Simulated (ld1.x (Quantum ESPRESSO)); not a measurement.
# Ranking TM semilocal potentials for Hf

All share these settings but for the change named:

| Item | Value |
| --- | --- |
| Element | hafnium |
| Generator | ld1.x (Quantum ESPRESSO) 7.5 |
| Type | norm-conserving Troullier–Martins (semilocal form) |
| Functional | PBE |
| Relativity | scalar-relativistic |
| Frozen core | [Kr] 4d10 4f14 |
| Valence charge | 12 |
| Reference configuration | 5s2 5p6 5d2 6s2 6p0 |
| Partial waves | 5s (bound): rc 1.20 bohr; 5p (bound): rc 1.40 bohr; 5d (bound): rc 3.05 bohr |
| Local potential | the d channel |
| Core correction | none |

Occupied shells without a wave of their own: 6s. They enter only through the test configuration that unscreens the potential.

Test errors are all-electron minus pseudo excitation energies from the reference, over 5s2 5p6 5d2 6s1 6p0; 5s2 5p6 5d2 6s0 6p0; 5s2 5p6 5d1 6s0 6p0; 5s2 5p6 5d1 6s2 6p1; 5s2 5p5 5d2 6s2 6p0; 5s2 5p6 5d2 6s1.5 6p0; 5s2 5p6 5d1 6s2 6p0. None of these files shows a bound ghost.

The base gives 282.7 meV.

Of 10 variants that were run, those that failed, showed a ghost or another fault, or gave nearly equal values are left out.

A variant can come out equal or close to the base, since the largest error may sit in a test that the change hardly touches while other tests move.

(1) Rank these variants by their largest absolute test error, smallest first.
A. wave 5d (bound): rc 3.05 bohr becomes 5d (bound): rc 4.24 bohr
B. wave 5d (bound): rc 3.05 bohr becomes 5d (bound): rc 4.54 bohr
C. wave 5d (bound): rc 3.05 bohr becomes 5d (bound): rc 3.94 bohr
D. wave 5d (bound): rc 3.05 bohr becomes 5d (bound): rc 2.82 bohr

Answers

(1) D (280.7 meV), C (368.9 meV), A (432.3 meV), B (498.8 meV).
